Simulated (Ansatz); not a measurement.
CSeO (carbonyl selenide): the vertical energy of the triplet above the singlet from total energies

CSeO: 3 atoms, total charge 0, spin state singlet. As SMILES, `O=C=[Se]`. The shape is that of a PBE0-D4/def2-TZVP optimisation.

```csv
atom,x (Å),y (Å),z (Å)
O,-0.8200,0.9949,-0.3465
C,-0.1141,0.1385,-0.0482
Se,0.9341,-1.1334,0.3947
```

Both states at this one shape; open shells run unrestricted unless said. 1 Eh = 27.2114 eV.

```tsv
level	program	singlet CSeO (Eh)	triplet CSeO (Eh)
BHLYP/STO-3G	Ansatz	-2486.736375	-2486.565364
BHLYP/def2-TZVP	Ansatz	-2514.864809	-2514.706642
```

Task: Work out the vertical gap, second state less first, at each level.

Result: 
1. BHLYP/STO-3G: -2486.565364 − (-2486.736375) = 0.171011 Eh = 4.65 eV.
2. BHLYP/def2-TZVP: -2514.706642 − (-2514.864809) = 0.158167 Eh = 4.30 eV.

No measured value is set beside it here; the levels span 4.30 to 4.65 eV. Spin-orbit coupling, which splits open shells on such heavy atoms by tenths of an eV, is left out. Minimal sets are far from the basis-set limit. All-electron rows are non-relativistic unless named.
